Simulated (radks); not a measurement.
The numbers below are computed, except where a source is named.
Task: These are the eigenvalues of the occupied orbitals of an atom or ion with whole-number occupations (eV). Code: a radial shooting solver on a logarithmic mesh with Libxc functionals. Model: scalar-relativistic Kohn-Sham, B86b exchange with PBE correlation, spin-polarised, spherical densities, finite nucleus; Fermi nuclear charge, rms radius of each element as measured or else 0.836 A^(1/3) + 0.57 fm.

1s: -132.5095

Which element is it, and in what charge state? The configuration may be excited. Open shells, if any, are filled with parallel spins first.

Result: Z = 4, beryllium, charge +2: Be2+ in [He]. The 1s level, -4.8696 hartree, gives Z - s = 3.1 by -(Z - s)^2/2, which with screening and relativity narrows Z to a few neighbours, and with so few levels the electron count can be read from the list.
